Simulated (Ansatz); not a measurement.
Isolated molecules relaxed with PBE0-D4/def2-TZVP in Ansatz; ΔE leaves out vibrations. CCSD(T)/CBS is the MP2 limit (def2-TZVPP, def2-QZVPP) plus CCSD(T) − MP2 in def2-TZVPP, frozen cores. DFT in def2-TZVPP. One conformer a species, not always the lowest.

`BN(C)BC` + `O=C(O)O[SiH2][SiH3]` → `CBOC(=O)O` + `BN(C)[SiH2][SiH3]`  (redistribution)

`BN(C)BC`:

Z-matrix (Å, degrees):
```
C
N 1 1.461
H 1 1.092 2 111.1
H 1 1.092 2 111.1 3 120.1
H 1 1.089 2 109.8 3 -119.9
B 2 1.433 1 120.0 3 -61.0
B 2 1.414 1 119.8 3 119.0
C 6 1.562 2 124.1 1 -0.3
H 6 1.197 2 116.2 1 -179.7
H 7 1.199 2 119.3 1 0.1
H 7 1.193 2 119.2 1 -179.9
H 8 1.091 6 116.5 2 5.4
H 8 1.097 6 108.6 2 -116.7
H 8 1.095 6 109.8 2 129.3
```

`O=C(O)O[SiH2][SiH3]`:

Z-matrix (Å, degrees):
```
Si
O 1 1.706
Si 1 2.340 2 111.3
H 1 1.485 2 107.9 3 124.0
H 1 1.482 2 101.7 3 -121.1
C 2 1.317 1 117.0 3 -48.6
H 3 1.482 1 111.3 2 94.7
H 3 1.486 1 109.1 2 -27.4
H 3 1.490 1 108.7 2 -145.4
O 6 1.330 2 110.6 1 -179.1
O 6 1.208 2 124.8 1 1.1
H 10 0.965 6 106.5 2 -179.9
```

`CBOC(=O)O`:

Z-matrix (Å, degrees):
```
C
B 1 1.550
H 1 1.096 2 109.9
H 1 1.096 2 109.4 3 114.8
H 1 1.091 2 114.1 3 -122.9
O 2 1.381 1 117.8 3 122.6
H 2 1.194 1 123.9 3 -56.1
C 6 1.344 2 122.2 1 173.6
O 8 1.194 6 126.6 2 -22.8
O 8 1.332 6 108.1 2 158.8
H 10 0.965 8 106.4 6 178.1
```

`BN(C)[SiH2][SiH3]`:

```xyz
15

B    -0.404    1.283   -1.008
N    -0.637   -0.035   -0.621
C    -1.661   -0.854   -1.259
Si    0.277   -0.816    0.661
Si    1.879    0.604    1.596
H     0.450    1.917   -0.453
H    -1.056    1.769   -1.889
H    -2.164   -0.277   -2.036
H    -1.222   -1.746   -1.716
H    -2.409   -1.185   -0.532
H     0.920   -2.041    0.101
H    -0.682   -1.288    1.702
H     1.247    1.799    2.211
H     2.877    1.033    0.582
H     2.584   -0.163    2.662
```

Question: Is it downhill or uphill in electronic energy at CCSD(T)/CBS, and by how much? (Estimate.)

Answer: Ansatz gave: Uphill: ΔE = +5.8 kcal/mol.

Question: What do these levels give: PBE0-D4, ωB97M-V, HF/def2-TZVPP, SCS-MP2/def2-TZVPP, CCSD/def2-TZVPP, CCSD(T)/def2-TZVPP? (Best estimate.)

Answer: The calculation gave: PBE0-D4 5.1, ωB97M-V 5.7, HF/def2-TZVPP 6.3, SCS-MP2/def2-TZVPP 5.8, CCSD/def2-TZVPP 5.4, CCSD(T)/def2-TZVPP 5.3 kcal/mol.

Largest T1 diagnostic among the species: 0.015.
